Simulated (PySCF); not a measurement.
A TDDFT job was run through a driver script with this input:

```
{"job": {"kind": "uv", "xc": "CAM-B3LYP", "basis": "def2-SVPD", "nstates": 8, "ntriplets": 3}, "charge": 0, "multiplicity": 1}
F     -0.904856     1.394823    -0.133547
Ge    -0.107956    -0.144380     0.004393
Br     2.104178     0.292432     0.034967
H     -0.578724    -0.673538     1.328565
H     -0.504021    -0.866486    -1.251563
```

Output:

```
coarse grid: 24992 points
cycle   1  E = -4751.7657096038  dE = -1.529e+00  |g| = 7.231e-01  |ddm| = 2.480e+00
cycle   2  E = -4751.6932895807  dE =  7.242e-02  |g| = 1.039e+00  |ddm| = 1.355e+00
cycle   3  E = -4751.8543740669  dE = -1.611e-01  |g| = 9.331e-02  |ddm| = 7.127e-01
cycle   4  E = -4751.8557368294  dE = -1.363e-03  |g| = 2.905e-02  |ddm| = 1.106e-01
cycle   5  E = -4751.8558529879  dE = -1.162e-04  |g| = 5.283e-03  |ddm| = 2.327e-02
cycle   6  E = -4751.8558575572  dE = -4.569e-06  |g| = 7.976e-04  |ddm| = 8.085e-03
final grid: 48464 points
cycle   7  E = -4751.8557906534  dE = -2.890e-07  |g| = 5.347e-04  |ddm| = 2.175e-03
cycle   8  E = -4751.8557906849  dE = -3.147e-08  |g| = 4.632e-04  |ddm| = 8.902e-04
cycle   9  E = -4751.8557907069  dE = -2.194e-08  |g| = 5.918e-05  |ddm| = 3.429e-04
cycle  10  E = -4751.8557907079  dE = -1.081e-09  |g| = 3.590e-05  |ddm| = 9.603e-05
cycle  11  E = -4751.8557907083  dE = -3.793e-10  |g| = 1.006e-05  |ddm| = 6.321e-05
converged SCF energy = -4751.8557907083

Static polarisability (au): isotropic 50.509, principal 44.026 45.716 61.784

Singlet excitations
state   eV       nm        f      main configurations
  1   6.6124    187.5   0.02445   H->L 0.91
  2   6.8113    182.0   0.01477   H-1->L 0.92
  3   7.1925    172.4   0.00002   H->L+1 0.92
  4   7.6614    161.8   0.00530   H-1->L+1 0.85, H-2->L 0.09
  5   8.0125    154.7   0.00809   H->L+2 0.93
  6   8.2771    149.8   0.06429   H-1->L+2 0.93
  7   8.5350    145.3   0.00659   H-3->L 0.74, H-3->L+1 0.13
  8   8.5726    144.6   0.03001   H-2->L+1 0.71, H-2->L 0.22

Triplet excitations (Tamm-Dancoff, eV): 6.0679 6.2978 6.9882
```

Computed, not measured: PySCF 2.14.0, density-fitted response routines, TDDFT CAM-B3LYP/def2-SVPD, vertical, gas phase, core orbitals frozen in the response. Isolated species at its GFN2-xTB geometry, gas phase. Relativistic effects, spin–orbit coupling among them, are left out although an element past zinc is present.

Task: How much of the mean polarisability do the listed states account for?

Result: The sum over states Σ f/ΔE² (ΔE in hartree) gives 1.87 au, 4% of the total; the rest comes from higher roots of the same response equations.

Task: Which orbital energies lie behind H and L?

Result: HOMO -10.11 eV and LUMO 0.06 eV, a gap of 10.17 eV; state 1 differs from that by -3.56 eV.

Task: Give the mean polarisability in Å³.

Result: 50.51 au × 0.148185 = 7.48 Å³.

Task: What is the gap between the lowest singlet and the lowest triplet?

Result: 6.6124 − 6.0679 = 0.5445 eV (full response against Tamm–Dancoff).

Task: What share of the summed oscillator strength falls to the strongest level in this window?

Result: State 6 at 150 nm: 0.0643 of 0.1535, or 42%.

Task: Which species is it?

Result: `[F][GeH2][Br]` (BrFGeH2), point group Cs.

The SCF starts on a coarse grid; the energy jumps when the final grid takes over, and dE counts afresh there. H and L stand for HOMO and LUMO.
